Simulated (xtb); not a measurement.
C3H9Al, charge +1, quartet, geometry from GFN2-xTB of the parent state (such geometries of metal compounds can be far from the true shape) (a state made from the parent by changing its charge; the spin is typed, not shown lowest); GFN0-xTB (xtb 6.7.1).

Here is a job for xtb.
```
$ xtb mol.xyz --gfn 0 --chrg 1 --uhf 3 --json

# file mol.xyz
13

Al     0.01377557     0.00536366     0.00111920
C     -1.36712124    -1.42328928    -0.17712821
H     -1.44959113    -1.80169766    -1.20166716
H     -2.36933356    -1.07452599     0.09435791
H     -1.15117922    -2.28740004     0.46050578
C     -0.16027256     1.69622682    -1.04309429
H      0.69676512     1.87264152    -1.70193712
H     -0.23101461     2.58097547    -0.40129179
H     -1.05181885     1.69770984    -1.67955486
C      1.56875030    -0.25747259     1.22286490
H      2.24081454     0.60750024     1.22724421
H      2.17645426    -1.12614197     0.94751257
H      1.26311707    -0.42359105     2.26146089
```

**Question.** What does xtb print? Leave out banner, timings and long lists.

**Answer.** 
```
   ID    Z sym.   atoms
    1   13 Al     1
    2    6 C      2, 6, 10
    3    1 H      3-5, 7-9, 11-13

           -------------------------------------------------
          |                Calculation Setup                |
           -------------------------------------------------

           -------------------------------------------------
          |                 G F N 0 - x T B                 |
           -------------------------------------------------

          ...................................................
          :                      SETUP                      :
          :.................................................:
          :  # basis functions                  40          :
          :  # atomic orbitals                  39          :
          :  # shells                           27          :
          :  # electrons                        23          :
          :  electronic temp.          300.0000000     K    :
          :  accuracy                    1.0000000          :
          :  -> integral cutoff          0.2500000E+02      :
          :  -> integral neglect         0.1000000E-07      :
          ...................................................

         :::::::::::::::::::::::::::::::::::::::::::::::::::::
         ::                     SUMMARY                     ::
         :::::::::::::::::::::::::::::::::::::::::::::::::::::
         :: total energy             -10.706359939404 Eh    ::
         :: gradient norm              0.116813408068 Eh/a0 ::
         :: HOMO-LUMO gap              2.243586665924 eV    ::
         ::.................................................::
         :: H0 energy                -12.169076610074 Eh    ::
         :: repulsion energy           0.184855201144 Eh    ::
         :: electrostat energy         1.280027574018 Eh    ::
         :: -> Gsolv                   0.000000000000 Eh    ::
         ::    -> Gsasa                0.000000000000 Eh    ::
         ::    -> Gshift               0.000000000000 Eh    ::
         :: dispersion energy         -0.002166104491 Eh    ::
         :: short-range corr.          0.000000000000 Eh    ::
         :: add. restraining           0.000000000000 Eh    ::
         :: total charge               1.000000000000 e     ::
         :::::::::::::::::::::::::::::::::::::::::::::::::::::

           -------------------------------------------------
          |                Property Printout                |
           -------------------------------------------------

    * Orbital Energies and Occupations

         #    Occupation            Energy/Eh            Energy/eV
      -------------------------------------------------------------
         1        2.0000           -0.6297851             -17.1373
         2        2.0000           -0.6297794             -17.1372
         3        2.0000           -0.6226835             -16.9441
         4        2.0000           -0.5351186             -14.5613
         5        2.0000           -0.5315291             -14.4636
         6        2.0000           -0.5315228             -14.4635
         7        2.0000           -0.5251412             -14.2898
         8        2.0000           -0.5251405             -14.2898
         9        2.0000           -0.5235881             -14.2476
        10        2.0000           -0.4727854             -12.8651
        11        1.0000           -0.4263743             -11.6022
        12        1.0000           -0.4263698             -11.6021
        13        1.0000           -0.2621852              -7.1344 (HOMO)
        14                         -0.1797349              -4.8908 (LUMO)
        15                         -0.1643080              -4.4710
        16                         -0.1643059              -4.4710
        17                         -0.1371438              -3.7319
        18                         -0.1371332              -3.7316
        19                         -0.1354194              -3.6849
        20                         -0.1351764              -3.6783
        21                         -0.1351728              -3.6782
        22                         -0.0906880              -2.4677
        23                          0.0104946               0.2856
        24                          0.0448145               1.2195
       ...                                ...                  ...
        39                          1.3946713              37.9509
      -------------------------------------------------------------
                  HL-Gap            0.0824503 Eh            2.2436 eV
             Fermi-level            0.0000000 Eh            0.0000 eV

     #   Z          covCN         q      C6AA      α(0)
     1  13 Al       2.509     0.387   139.052    23.136
     2   6 C        3.608    -0.525    37.385     8.923
     3   1 H        0.924     0.243     0.904     1.487
     4   1 H        0.924     0.243     0.904     1.487
     5   1 H        0.924     0.243     0.906     1.489
     6   6 C        3.608    -0.525    37.383     8.923
     7   1 H        0.924     0.243     0.904     1.487
     8   1 H        0.924     0.243     0.904     1.487
     9   1 H        0.924     0.243     0.906     1.489
    10   6 C        3.608    -0.525    37.384     8.923
    11   1 H        0.924     0.243     0.906     1.489
    12   1 H        0.924     0.243     0.904     1.487
    13   1 H        0.924     0.243     0.904     1.487

 Mol. C6AA /au·bohr⁶  :       1470.736605
 Mol. C8AA /au·bohr⁸  :      58203.092677
 Mol. α(0) /au        :         63.292346

Wiberg/Mayer (AO) data.
largest (>0.10) Wiberg bond orders for each atom

 ---------------------------------------------------------------------------
     #   Z sym  total        # sym  WBO       # sym  WBO       # sym  WBO
 ---------------------------------------------------------------------------
     1  13 Al   2.340 --     6 C    0.605    10 C    0.605     2 C    0.605
     2   6 C    3.503 --     5 H    0.926     4 H    0.922     3 H    0.922
                             1 Al   0.605
     3   1 H    0.985 --     2 C    0.922
     4   1 H    0.985 --     2 C    0.922
     5   1 H    0.981 --     2 C    0.926
     6   6 C    3.504 --     9 H    0.926     7 H    0.922     8 H    0.922
                             1 Al   0.605
     7   1 H    0.985 --     6 C    0.922
     8   1 H    0.985 --     6 C    0.922
     9   1 H    0.981 --     6 C    0.926
    10   6 C    3.504 --    11 H    0.926    13 H    0.922    12 H    0.922
                             1 Al   0.605
    11   1 H    0.981 --    10 C    0.926
    12   1 H    0.985 --    10 C    0.922
    13   1 H    0.985 --    10 C    0.922
 ---------------------------------------------------------------------------

Topologies differ in total number of bonds
Writing topology from bond orders to xtbtopo.mol

 dipole moment from electron density (au)
     X       Y       Z
   0.0265   0.0089   0.0008  total (Debye):    0.071

           -------------------------------------------------
          | TOTAL ENERGY              -10.706359939404 Eh   |
          | GRADIENT NORM               0.116813408068 Eh/α |
          | HOMO-LUMO GAP               2.243586665924 eV   |
           -------------------------------------------------

normal termination of xtb
```
